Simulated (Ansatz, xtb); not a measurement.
**Relative energy of two isomers of C7H8**

We compare I, `Cc1ccccc1`, a singlet, with II, `C=C1C=CC=C1C`, a singlet. Both are isolated molecules in the gas phase, relaxed with PBE-D3(BJ)/def2-SVP.

Quicker runs give these differences E(II) − E(I): GFN2-xTB +31.9 kcal/mol; HF/STO-3G +42.9 kcal/mol (at GFN2-xTB geometries); r2SCAN-D4/def2-SVP +36.3 kcal/mol (at GFN2-xTB geometries).

**Question.** Estimate E(II) − E(I) at the level CCSD(T)/def2-SVP + ΔMP2/def2-TZVPP.

**Answer.** Calculated at CCSD(T)/def2-SVP + ΔMP2/def2-TZVPP: E(II) − E(I) = +31.8 kcal/mol, so structure I lies lower.

The same difference at several levels:

```tsv
level	geometry	E(II) − E(I) (kcal/mol)	departure from the last row (kcal/mol)	job, with rough time for the two
GFN2-xTB	GFN2-xTB	+31.9	+0.1	optimisation, 0.11 s
HF/STO-3G	GFN2-xTB	+42.9	+11.1	single point, 0.36 s
r2SCAN-D4/def2-SVP	GFN2-xTB	+36.3	+4.5	single point, 3.4 s
PBE-D3(BJ)/def2-SVP	PBE-D3(BJ)/def2-SVP	+34.4	+2.5	optimisation, 13 s
HF/def2-SVP	PBE-D3(BJ)/def2-SVP	+36.3	+4.5	part of the CCSD(T) run
MP2/def2-SVP	PBE-D3(BJ)/def2-SVP	+36.4	+4.6	part of the CCSD(T) run
CCSD(T)/def2-SVP	PBE-D3(BJ)/def2-SVP	+32.3	+0.5	single point
CCSD(T)/def2-SVP + ΔMP2/def2-TZVPP	PBE-D3(BJ)/def2-SVP	+31.8		single point, 84 s
```

As drawn, II has 3 C=C, 3 C–C in place of 6 C∷C (∷ is an aromatic bond). Structure I has a 6-membered ring (with an aromatic ring), II a 5-membered ring.

The levels shown agree on the order. The largest departure from CCSD(T)/def2-SVP + ΔMP2/def2-TZVPP is that of HF/STO-3G, 11.1 kcal/mol. A small imaginary or near-zero mode remains, so no thermal terms are given. The last row adds to CCSD(T) the change of the MP2 difference between the two basis sets, here −0.5 kcal/mol.

The correlated steps freeze 7 core orbitals. Run with Ansatz 0.2.0, xtb 6.7.1; the last row on 4 threads of Arm Neoverse V1 on a shared host.
